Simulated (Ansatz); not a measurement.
Two isomers of C2H8SSn: A = `SC[CH2][SnH3]`, B = `C[S][SnH2][CH3]`.

Computed with Ansatz on PBE0-D4/def2-TZVP structures; ΔE is electronic, products minus reactants. CCSD(T)/CBS adds triple-zeta CCSD(T) − MP2 to the extrapolated MP2 energy (def2 sets, frozen cores). DFT in def2-TZVPP. B3LYP here is the variant with VWN-RPA as its local correlation; programs differ in this. def2 core potentials past Kr. For Sn outer-core shells are correlated without core-valence functions, which leaves a few kJ/mol of doubt a bond. One conformer a species, not always the lowest.

Question: Which is lower in electronic energy at CCSD(T)/CBS, and by how much? (Estimate.)

Answer: The calculation gave: B, by 110.7 kJ/mol.

Question: Give E(B) − E(A) in kJ/mol with MP2/def2-TZVPP, r2SCAN-D4, B3LYP-D4, B2PLYP, B3LYP, HF/def2-TZVPP, PBE0-D4. (Best estimate.)

Answer: The calculation gave: MP2/def2-TZVPP -107.5, r2SCAN-D4 -110.9, B3LYP-D4 -109.6, B2PLYP -108.9, B3LYP -109.3, HF/def2-TZVPP -109.7, PBE0-D4 -107.7. None reverses the order clearly.

Largest T1 diagnostic: 0.012.
